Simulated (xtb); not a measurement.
Input file for xtb: GFN2-xTB on H2O (SMILES O).

```
$ xtb mol.xyz --gfn 2 --sp --chrg 0 --uhf 0
3

O     -0.00000000     0.00000000     0.38961139
H      0.00000000     0.76498632    -0.19485569
H      0.00000000    -0.76498632    -0.19485569
```

Program output:

```
[...]
           -------------------------------------------------
          |                Calculation Setup                |
           -------------------------------------------------



           -------------------------------------------------
          |                 G F N 2 - x T B                 |
           -------------------------------------------------

        Reference                      10.1021/acs.jctc.8b01176
      * Hamiltonian:
        H0-scaling (s, p, d)           1.850000    2.230000    2.230000
        zeta-weighting                 0.500000
      * Dispersion:
        s8                             2.700000
        a1                             0.520000
        a2                             5.000000
        s9                             5.000000
      * Repulsion:
        kExp                           1.500000    1.000000
        rExp                           1.000000
      * Coulomb:
        alpha                          2.000000
        third order                    shell-resolved
        anisotropic                    true
        a3                             3.000000
        a5                             4.000000
        cn-shift                       1.200000
        cn-exp                         4.000000
        max-rad                        5.000000


          ...................................................
          :                      SETUP                      :
          :.................................................:
          :  # basis functions                   6          :
          :  # atomic orbitals                   6          :
          :  # shells                            4          :
          :  # electrons                         8          :
          :  max. iterations                   250          :
          :  Hamiltonian                  GFN2-xTB          :
          :  restarted?                      false          :
          :  GBSA solvation                  false          :
          :  PC potential                    false          :
          :  electronic temp.          300.0000000     K    :
          :  accuracy                    1.0000000          :
          :  -> integral cutoff          0.2500000E+02      :
          :  -> integral neglect         0.1000000E-07      :
          :  -> SCF convergence          0.1000000E-05 Eh   :
          :  -> wf. convergence          0.1000000E-03 e    :
          :  Broyden damping             0.4000000          :
          :  net charge                          0          :
          :  unpaired electrons                  0          :
          ...................................................

 iter      E             dE          RMSdq      gap      omega  full diag
   1     -5.1021717 -0.510217E+01  0.421E+00   14.75       0.0  T
   2     -5.1034750 -0.130337E-02  0.242E+00   14.46       1.0  T
   3     -5.1037101 -0.235064E-03  0.384E-01   14.24       1.0  T
   4     -5.1037710 -0.608971E-04  0.885E-02   14.39       1.0  T
   5     -5.1037738 -0.276093E-05  0.570E-02   14.34       1.0  T
   6     -5.1037757 -0.193311E-05  0.129E-03   14.36      44.8  T
   7     -5.1037757 -0.402420E-09  0.982E-04   14.36      58.8  T
   8     -5.1037757 -0.582977E-09  0.195E-05   14.36    2953.5  T

   *** convergence criteria satisfied after 8 iterations ***

         #    Occupation            Energy/Eh            Energy/eV
      -------------------------------------------------------------
         1        2.0000           -0.6805504             -18.5187
         2        2.0000           -0.5665844             -15.4175
         3        2.0000           -0.5135349             -13.9740
         4        2.0000           -0.4469670             -12.1626 (HOMO)
         5                          0.0808013               2.1987 (LUMO)
         6                          0.2380526               6.4777
      -------------------------------------------------------------
                  HL-Gap            0.5277683 Eh           14.3613 eV
             Fermi-level           -0.1830828 Eh           -4.9819 eV

 SCC (total)                   0 d,  0 h,  0 min,  0.003 sec
 SCC setup                      ...        0 min,  0.000 sec (  7.866%)
 Dispersion                     ...        0 min,  0.000 sec (  2.217%)
 classical contributions        ...        0 min,  0.000 sec (  1.515%)
 integral evaluation            ...        0 min,  0.000 sec (  5.615%)
 iterations                     ...        0 min,  0.002 sec ( 63.933%)
 molecular gradient             ...        0 min,  0.000 sec (  8.637%)
 printout                       ...        0 min,  0.000 sec (  9.113%)

         :::::::::::::::::::::::::::::::::::::::::::::::::::::
         ::                     SUMMARY                     ::
         :::::::::::::::::::::::::::::::::::::::::::::::::::::
         :: total energy              -5.070450275136 Eh    ::
         :: gradient norm              0.008288796259 Eh/a0 ::
         :: HOMO-LUMO gap             14.361305989711 eV    ::
         ::.................................................::
         :: SCC energy                -5.103775705825 Eh    ::
         :: -> isotropic ES            0.031409183286 Eh    ::
         :: -> anisotropic ES          0.000565916807 Eh    ::
         :: -> anisotropic XC         -0.000794302046 Eh    ::
         :: -> dispersion             -0.000141287509 Eh    ::
         :: repulsion energy           0.033325430690 Eh    ::
         :: add. restraining           0.000000000000 Eh    ::
         :: total charge               0.000000000000 e     ::
         :::::::::::::::::::::::::::::::::::::::::::::::::::::

           -------------------------------------------------
          |                Property Printout                |
           -------------------------------------------------

    * Orbital Energies and Occupations

         #    Occupation            Energy/Eh            Energy/eV
      -------------------------------------------------------------
         1        2.0000           -0.6805504             -18.5187
         2        2.0000           -0.5665844             -15.4175
         3        2.0000           -0.5135349             -13.9740
         4        2.0000           -0.4469670             -12.1626 (HOMO)
         5                          0.0808013               2.1987 (LUMO)
         6                          0.2380526               6.4777
      -------------------------------------------------------------
                  HL-Gap            0.5277683 Eh           14.3613 eV
             Fermi-level           -0.1830828 Eh           -4.9819 eV

     #   Z          covCN         q      C6AA      α(0)
     1   8 O        1.610    -0.563    24.315     6.655
     2   1 H        0.805     0.281     0.780     1.387
     3   1 H        0.805     0.281     0.780     1.387

 Mol. C6AA /au·bohr⁶  :         44.525131
 Mol. C8AA /au·bohr⁸  :        795.341129
 Mol. α(0) /au        :          9.428973


Wiberg/Mayer (AO) data.
largest (>0.10) Wiberg bond orders for each atom

 ---------------------------------------------------------------------------
     #   Z sym  total        # sym  WBO       # sym  WBO       # sym  WBO
 ---------------------------------------------------------------------------
     1   8 O    1.841 --     3 H    0.921     2 H    0.921
     2   1 H    0.921 --     1 O    0.921
     3   1 H    0.921 --     1 O    0.921
 ---------------------------------------------------------------------------

Topologies differ in total number of bonds
Writing topology from bond orders to xtbtopo.mol

molecular dipole:
                 x           y           z       tot (Debye)
 q only:        0.000       0.000      -0.622
   full:        0.000       0.000      -0.889       2.259
Note: The following floating-point exceptions are signalling: IEEE_DENORMAL
normal termination of xtb
molecular quadrupole (traceless):
                xx          xy          yy          xz          yz          zz
 q only:       -0.474       0.000       1.291       0.000      -0.000      -0.817
  q+dip:       -0.547       0.000       1.703      -0.000      -0.000      -1.156
   full:       -0.807       0.000       1.913      -0.000      -0.000      -1.105


           -------------------------------------------------
          | TOTAL ENERGY               -5.070450275136 Eh   |
          | GRADIENT NORM               0.008288796259 Eh/α |
          | HOMO-LUMO GAP              14.361305989711 eV   |
           -------------------------------------------------

------------------------------------------------------------------------
------------------------------------------------------------------------
 total:
 SCF:
```

The run finished.

Cost: around 0.08 core-seconds (rough).
